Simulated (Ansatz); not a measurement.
Reaction (SMILES): [CH2]B(C)O -> [CH2-]B(C)O (an electron is taken up)
Each molecule is optimised on its own at B3LYP-D3(BJ)/def2-TZVP (Ansatz, a first-principles code), one conformer each, not searched for the lowest. Frequencies are from Ansatz.

Wanted: adiabatic electron affinity (0 K, with B3LYP-D3(BJ) harmonic zero-point energies), positive where the reaction releases energy, in eV. Cores are frozen in the correlated levels unless marked. UHF or UKS for open shells. No spin-orbit coupling. Non-relativistic. Anions need diffuse functions: aug- sets have them; def2-D sets add few; the other sets have none. Basis-set limits of correlation are two-point, X^-3; Hartree-Fock from the larger set. [CCSD(T)-MP2]/basis is that difference in the basis named.

| level | program | adiabatic electron affinity (eV) |
|---|---|---|
| HF/aug-cc-pVDZ | Ansatz | -0.19 |

### Question
Predict the RI-MP2/CBS(aug-cc-pVTZ,aug-cc-pVQZ)+[CCSD(T)-MP2]/aug-cc-pVDZ result (Ansatz).

### Answer
1.41 eV, so HF/aug-cc-pVDZ differs from it by -1.60 eV.
